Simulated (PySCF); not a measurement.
Vertical excitations of a molecule C2H8BFN2 from TDA-LC-ωPBE/def2-SVPD run with PySCF 2.14.0, as energy in eV (oscillator strength): 6.81 (0.000), 7.85 (0.074), 8.40 (0.207), 8.49 (0.064), 8.59 (0.018), 8.94 (0.020), 9.14 (0.005), 9.33 (0.013), 9.35 (0.019), 9.36 (0.002). Lowest triplet (TDA): 6.53 eV. The structure is a stationary point at r2SCAN-D4/def2-SVP. Other conformers were not sampled.

**Question.** Which structure fits?
A) CNB(F)NC
B) C[C@H](F)B(N)N
C) CNB(N)CF
D) CCNB(N)F

**Answer.** B, C[C@H](F)B(N)N
